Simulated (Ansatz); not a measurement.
```yaml
crystal:
  periodic: [false, false, false]
  atoms:
    - {symbol: In, position_ang: [-1.081351, 0.257703, -0.810253]}
    - {symbol: B, position_ang: [0.071271, 0.058455, 1.086927]}
    - {symbol: Te, position_ang: [2.088195, -0.524868, 1.191973]}
    - {symbol: H, position_ang: [-1.945762, -1.070965, -1.505369]}
    - {symbol: H, position_ang: [-1.127662, 1.737681, -1.706731]}
    - {symbol: H, position_ang: [-0.368014, 0.267189, 2.179983]}
    - {symbol: H, position_ang: [2.363324, -0.725195, -0.436541]}
basis:
  gaussian: {orbitals: def2-TZVPD}
hamiltonian: {xc: {name: PBE1PBE}}
output: {forces: true}
```

```sh
$ ansatz run in.yaml --threads 2 --pin off --events-out ev --progress --plain --max-ram 4352MiB
```

Output, abridged:

```
Error: YAML parse error: error: line 13 column 19: hamiltonian.xc: no functional is named "PBE1PBE"; the names, which are not case-sensitive, are SVWN5, SPW92, PBE, PBE0, PBEsol, revPBE, revPBE0, RPBE, rPW86-PBE, HSE06, wPBEh, LC-wPBE, HISS, HF, BLYP, B3LYP, B3LYP5, BHLYP, CAM-B3LYP, r2SCAN, r2SCANh, r2SCAN0, r2SCAN50, m-r2SCAN, B97, wB97, wB97X, wB97X-V, B97M-V, wB97M-V, B2PLYP, B2GP-PLYP, PBE0-DH, PBE-QIDH
11 | basis:
12 |   gaussian: {orbitals: def2-TZVPD}
13 | hamiltonian: {xc: {name: PBE1PBE}}
14 | output: {forces: true}
```

**Question.** Something in this input is off. What?

**Answer.** The method's name isn't one that the program takes here. The input was rejected before any iteration.

HSE06 is defined as in plane-wave codes.
